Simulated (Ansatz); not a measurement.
Consider the formal exchange of groups at the Sn–O bond: `[CH3][Sn]([OH])([F])[Cl]` + CH₄ → `[CH3][Sn]([CH3])([F])[Cl]` + H₂O.

Gas-phase electronic energies from Ansatz, PBE0-D4/def2-TZVP geometries. CCSD(T)/CBS is the MP2 limit (def2-TZVPP, def2-QZVPP) plus CCSD(T) − MP2 in def2-TZVPP, frozen cores. This one scheme is used for every species. DFT in def2-TZVPP. B3LYP here is the variant with VWN-RPA as its local correlation; programs differ in this. def2 core potentials past Kr. For Sn outer-core shells are correlated without core-valence functions, which leaves a few kJ/mol of doubt a bond. Each species was taken in one conformer, which may not be the lowest.

`[CH3][Sn]([OH])([F])[Cl]`:

Z-matrix (Å, degrees):
```
C
Sn 1 2.106
H 1 1.089 2 108.4
H 1 1.088 2 109.1 3 120.1
H 1 1.089 2 108.5 3 -119.7
O 2 1.940 1 111.9 3 -20.7
F 2 1.914 1 110.8 3 97.3
Cl 2 2.313 1 115.5 3 -145.6
H 6 0.961 2 113.8 1 -176.6
```

CH₄:

Cartesian coordinates in Å:
```
C 0.000 0.000 0.000
H 0.870 -0.465 0.462
H 0.196 1.060 -0.158
H -0.864 -0.117 0.653
H -0.202 -0.479 -0.958
```

`[CH3][Sn]([CH3])([F])[Cl]`:

Cartesian coordinates in Å:
```
C -1.383 -0.128 -1.322
Sn 0.136 0.553 -0.014
C 1.216 -0.699 1.308
F 1.464 1.357 -1.152
Cl -0.718 2.337 1.217
H -0.985 -0.903 -1.977
H -2.218 -0.524 -0.745
H -1.720 0.719 -1.919
H 1.983 -0.096 1.792
H 1.683 -1.509 0.749
H 0.543 -1.108 2.062
```

H₂O:

```xyz
3

O    -0.343    0.153   -0.103
H    -0.112   -0.777   -0.044
H     0.455    0.624    0.147
```

```
        level  ΔE (kcal/mol)
     B3LYP-D4           10.3
       r2SCAN           10.9
         PBE0            8.9
MP2/CBS(def2)            8.0
```

Q: What does CCSD(T)/CBS give? (An estimate is asked.)

A: Ansatz gave: +8.4 kcal/mol. The listed levels differ from it by 1.9, 2.5, 0.5, -0.4 kcal/mol.

Largest T1 diagnostic among the species: 0.013.

The D4 term adds −0.8 kcal/mol with B3LYP and −0.4 kcal/mol with PBE0; it sums over pairs of atoms, weighted by their polarisabilities, and B3LYP, whose exchange is more repulsive, gets the larger term. In def2-TZVPP, CCSD(T) changes the Hartree–Fock value by −2.8 kcal/mol (the triples alone add +0.1 kcal/mol) and MP2 by −3.2 kcal/mol. From PBE to PBE0 (25 % exact exchange), in def2-TZVPP and without D4, ΔE moves by −1.0 kcal/mol.
